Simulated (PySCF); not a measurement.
**Assigning NMR signals**

Geometry:
```tsv
atom	x (Å)	y (Å)	z (Å)
C1	-2.747	0.041	0.421
C2	-1.259	0.070	0.734
F3	-1.056	-0.522	1.978
C4	-0.415	-0.675	-0.287
C5	-0.230	0.055	-1.636
C6	1.303	-0.050	-1.793
Si7	1.488	-0.709	-0.003
C8	2.035	0.637	1.247
O9	1.646	1.777	1.272
O10	2.914	0.160	2.132
H11	-3.099	-0.987	0.389
H12	-2.924	0.510	-0.543
H13	-3.304	0.577	1.186
H14	-0.903	1.102	0.845
H15	-0.844	-1.669	-0.429
H16	-0.780	-0.407	-2.454
H17	-0.541	1.095	-1.557
H18	1.781	0.895	-2.039
H19	1.587	-0.769	-2.559
H20	2.181	-1.954	0.313
H21	3.159	0.840	2.784
```

How the numbers were obtained: shieldings: GIAO PBE0/pcSseg-1, geometry from GFN2-xTB, in PySCF 2.14 (one computed conformer, fast rotation and ring inversion assumed for equivalent nuclei, isolated molecule, relativity neglected).

Referencing at the same level of theory: 13C (186.93 ppm) and 1H (31.72 ppm) vs TMS.

Question: Assign these signals to the numbered atoms. 13C{1H} NMR (computed): δ 185.7 (C), 93.2 (CH), 39.1 (CH), 24.3 (CH2), 22.3 (CH3), 10.0 (CH2).

Answer: 
| δ (ppm) | atoms | environment | reason |
| --- | --- | --- | --- |
| 185.7 | C8 | carbonyl carbon | – |
| 93.2 | C2 | sp3 CH bonded to F | deshielded by the electronegative neighbour |
| 39.1 | C4 | sp3 CH bonded to Si | – |
| 24.3 | C5 | sp3 CH2 in a ring | aliphatic region, no heteroatom directly attached |
| 22.3 | C1 | methyl carbon | saturated and bonded to C and H only |
| 10.0 | C6 | sp3 CH2 bonded to Si | an electropositive neighbour leaves it electron-rich and shielded |

Question: Assign these signals to the numbered atoms. 1H NMR (500 MHz, computed): δ 6.86 (br s, 1H), 5.23 (m, 1H), 5.15 (m, 1H), 2.26 (m, 1H), 2.14 (m, 1H), 1.85 (m, 1H), 1.59 (m, 1H), 1.58 (m, 1H), 1.23 (m, 3H).

Answer: 
| δ (ppm) | atoms | environment | reason |
| --- | --- | --- | --- |
| 6.86 | H21 | hydrogen on an acid hydroxyl oxygen | labile proton, position sensitive to the medium |
| 5.23 | H20 | hydrogen on a silicon bonded to 3 C, in a 4-membered ring | – |
| 5.15 | H14 | hydrogen on an sp3 CH bonded to F | its carbon carries F, an electronegative neighbour |
| 2.26 | H16 | hydrogen on an sp3 CH2 in a ring | – |
| 2.14 | H15 | hydrogen on an sp3 CH bonded to Si | – |
| 1.85 | H17 | hydrogen on an sp3 CH2 in a ring | – |
| 1.59 | H19 | hydrogen on an sp3 CH2 bonded to Si | – |
| 1.58 | H18 | hydrogen on an sp3 CH2 bonded to Si | – |
| 1.23 | H11/H12/H13 | hydrogen on a methyl carbon | – |

H20 and H14; H19 and H18 lie closer than the usual error of such a calculation, so a measured spectrum could show them in the other order.

The OH or NH signal is concentration- and solvent-dependent in practice; the value given is the gas-phase one. Splittings by 19F in the carbon and heteronuclear signals aren't shown, as no couplings were computed. Shifts are as computed. Against solution values, carbons near 30 ppm lie about +3 ppm off and those near 130 ppm about +5 ppm. Of 1309 compounds with measured shifts, 239 miss one by over three times the rms of a fit or turn the order of signals round; such compounds aren't used in these exercises. Hydrogen bonding in solution deshields acid and N–H amide carbonyl carbons by as much as 10 ppm beyond these values. No couplings were computed; multiplicities are counted from neighbouring protons, with m where these are inequivalent, close in shift, in a saturated or five-membered ring or joined by F or P, and br s for small geminal =CH2 splittings.
